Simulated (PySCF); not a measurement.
## NMR data sheet: C5H11NO2Si

```
Formula                               : C5H11NO2Si
SMILES                                : CO[C@@H]1[C@@H]([SiH3])[C@H]1C(N)=O
InChI                                 : InChI=1S/C5H11NO2Si/c1-8-3-2(4(3)9)5(6)7/h2-4H,1,9H3,(H2,6,7)/t2-,3-,4-/m0/s1
Point group of the computed structure : C1
Degrees of unsaturation               : 2
Carbon signals                        : 5
Proton signals                        : 7
```

Atoms are numbered as in `[CH3:1][O:2][C@@H:3]1[C@@H:4]([SiH3:5])[C@H:6]1[C:7]([NH2:8])=[O:9]`; H(Xn) means a hydrogen on atom n. Ha(N8) is cis to the C=O or C=S heteroatom; Hb(N8) is trans to the C=O or C=S heteroatom.

PySCF 2.14 calculation with GFN2-xTB geometry and shieldings: GIAO PBE0/pcSseg-1; fast rotation and ring inversion assumed for equivalent nuclei, one conformer, no solvent model, non-relativistic.

Shifts are taken against calculated references (same method and geometry level): ¹H, ¹³C, ²⁹Si vs TMS; NH3 for ¹⁵N; ¹⁷O against H2O.

| carbon | δC, type | δH (multiplicity) | HMBC from (2–3 bonds) | span of the C tensor (ppm) |
| --- | --- | --- | --- | --- |
| C1 | 61.0, CH3 | 3.54 (s) | H(C3) | 87 |
| C3 | 73.7, CH | 2.92 (m) | H(Si5), H(C1), H(C6), H(C4) | 105 |
| C4 | 12.5, CH | 1.00 (m) | H(Si5), H(C3), H(C6) | 52 |
| C6 | 25.7, CH | 1.29 (m) | H(Si5), H(C3), H(C4) | 92 |
| C7 | 177.5, C | – | H(C3), H(C6), H(C4) | 164 |

Other nuclei:
```json
{"atoms": "Hb(N8)", "nucleus": "¹H", "environment": "hydrogen on an amide-type nitrogen", "δ (ppm)": "5.09", "σ (ppm)": "26.63"}
{"atoms": "Ha(N8)", "nucleus": "¹H", "environment": "hydrogen on an amide-type nitrogen", "δ (ppm)": "4.76", "σ (ppm)": "26.96"}
{"atoms": "H(Si5)", "nucleus": "¹H", "environment": "hydrogen on a silicon bonded to C", "δ (ppm)": "4.15", "σ (ppm)": "27.57"}
{"atoms": "Si5", "nucleus": "²⁹Si", "environment": "silicon bonded to C, 3 H", "δ (ppm)": "-76.1", "σ (ppm)": "425.3"}
{"atoms": "N8", "nucleus": "¹⁵N", "environment": "amide-type nitrogen", "δ (ppm)": "114.1", "σ (ppm)": "153.6"}
{"atoms": "O9", "nucleus": "¹⁷O", "environment": "amide-type carbonyl oxygen", "δ (ppm)": "385.8", "σ (ppm)": "-49.7"}
{"atoms": "O2", "nucleus": "¹⁷O", "environment": "ether oxygen", "δ (ppm)": "48.7", "σ (ppm)": "287.4"}
```

1. Carbon types of the structure: 1 × C, 3 × CH, 1 × CH3, leaving 5 H on heteroatoms.
2. δC 177.5: amide carbonyl carbon; it is a carbonyl in resonance with an O or N lone pair, the region of acids, esters and amides.
3. δC 73.7, 25.7, 12.5: three-membered-ring carbon.
4. δC 61.0: methyl carbon bonded to O; the inductive effect lowers its shielding.
5. δH 5.09, 4.76: hydrogen on an amide-type nitrogen; exchangeable; this is the value without hydrogen bonding to other molecules.
6. δH 2.92, 1.29, 1.00: hydrogen on a three-membered-ring carbon.

Exchangeable OH/NH protons stand at their gas-phase positions; hydrogen bonding in a real sample shifts them, mostly to higher δ. Rotation about the amide-type C–N bond is slow at room temperature, so the two groups on nitrogen are listed apart. Shifts are as computed. Against solution values, carbons near 30 ppm lie about +3 ppm off and those near 130 ppm about +5 ppm. Of 1211 compounds with measured shifts, 218 miss one by over three times the rms of a fit or turn the order of signals round; such compounds aren't used in these exercises. Hydrogen bonding in solution shields acid and N–H amide carbonyl oxygens by tens of ppm. Hydrogen bonding in solution deshields acid and N–H amide carbonyl carbons by as much as 10 ppm beyond these values. Unscaled 17O shifts of doubly bonded oxygen tend to come out too high, by tens of ppm or more. Experimental scales use liquid or dissolved standards, which lie at an offset from isolated NH3 (liquid NH3: subtract about 20 ppm) and H2O (liquid H2O: subtract about 36 ppm). No couplings were computed; multiplicities are counted from neighbouring protons, with m where these are inequivalent, close in shift, in a saturated or five-membered ring or joined by F or P, and br s for small geminal =CH2 splittings.
